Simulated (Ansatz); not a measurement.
Compare A (`[SiH3]C[O][SnH3]`) with its isomer B (`[CH3][SnH2][SiH2]O`).

Isolated molecules relaxed with PBE0-D4/def2-TZVP in Ansatz; ΔE leaves out vibrations. CCSD(T)/CBS is the MP2 limit (def2-TZVPP, def2-QZVPP) plus CCSD(T) − MP2 in def2-TZVPP, frozen cores. Functionals use def2-TZVPP. B3LYP here is the variant with VWN-RPA as its local correlation; programs differ in this. Elements past krypton have def2 core potentials. For Sn outer-core shells are correlated without core-valence functions, which leaves a few kJ/mol of doubt a bond. Each species was taken in one conformer, which may not be the lowest.

A:

Z-matrix (Å, degrees):
```
Si
C 1 1.889
H 1 1.491 2 109.5
H 1 1.486 2 110.1 3 119.8
H 1 1.486 2 110.1 3 -119.8
O 2 1.412 1 107.8 3 -180.0
H 2 1.102 1 109.1 3 57.8
H 2 1.102 1 109.1 3 -57.8
Sn 6 1.973 2 119.0 1 180.0
H 9 1.698 6 104.0 2 -179.9
H 9 1.708 6 106.9 2 59.6
H 9 1.709 6 106.9 2 -59.5
```

B:

Z-matrix (Å, degrees):
```
C
Sn 1 2.146
H 1 1.090 2 109.8
H 1 1.090 2 109.9 3 119.9
H 1 1.090 2 109.9 3 -120.0
Si 2 2.575 1 111.8 3 -62.5
H 2 1.718 1 108.4 3 176.6
H 2 1.714 1 108.9 3 60.4
O 6 1.656 2 111.9 1 -66.5
H 6 1.485 2 110.5 1 50.2
H 6 1.492 2 109.7 1 169.6
H 9 0.958 6 117.3 2 -60.0
```

Which isomer does CCSD(T)/CBS put lower? Give the gap. (Best estimate.)

Computed: B, by 45.0 kcal/mol.

Give E(B) − E(A) in kcal/mol with PBE0-D4, ωB97M-V, MP2/def2-TZVPP, PBE-D4, r2SCAN-D4, CCSD/def2-TZVPP, B3LYP-D4. (Estimate.)

Ansatz gave: PBE0-D4 -44.7, ωB97M-V -43.1, MP2/def2-TZVPP -46.2, PBE-D4 -43.3, r2SCAN-D4 -43.8, CCSD/def2-TZVPP -43.9, B3LYP-D4 -42.3. None reverses the order clearly.

Largest T1 diagnostic: 0.014.

From PBE to PBE0 (25 % exact exchange), in def2-TZVPP and without D4, E(B) − E(A) moves by −1.4 kcal/mol. In def2-TZVPP, CCSD(T) changes the Hartree–Fock value by −2.4 kcal/mol (the triples alone add +0.2 kcal/mol) and MP2 by −4.9 kcal/mol.
